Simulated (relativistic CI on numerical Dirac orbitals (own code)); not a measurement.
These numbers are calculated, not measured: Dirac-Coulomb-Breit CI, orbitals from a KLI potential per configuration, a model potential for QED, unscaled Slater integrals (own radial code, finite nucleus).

The strongest absorption lines from the ground level of an ion, among the configurations computed and to levels below about 197 eV (vacuum wavelength in nm, gf): 6.7448 (0.065), 7.0800 (0.054), 7.1995 (0.053), 7.2174 (0.084), 7.6219 (0.47), 7.6630 (0.16), 7.7923 (0.27), 8.0063 (0.17).

Problem. Which ion is it?
A. Yb²⁸⁺
B. Yb²⁶⁺
C. Dy²⁴⁺
D. Hf³⁰⁺

Solution. A. Yb²⁸⁺ has 42 electrons and the ground level 4s²4p⁶4d⁶ ⁵D4; the strongest line goes to 4s²4p⁵4d⁷ ⁵P°3. The pattern of lines fixes the number of electrons, and along that sequence the line energies rise steadily with the charge (about as its square where n changes within one kind of shell, about linearly where n is kept but much faster in heavy ions where fine structure, which grows about as Z⁴, sets the gap, and irregularly where shells cross), which fixes Z. Configurations outside the model, such as inner-shell arrays, can give stronger lines. At this charge energies of transitions that change n are usually good to better than 1 %, and those within a shell (Δn = 0) to a few per cent. Terms inside the open d or f shell come out 10 to 20 % too wide with unscaled integrals.

LS names give the leading component of a level, which can be under half, so a name can repeat, a term be missing and a line seem to break the LS rules.
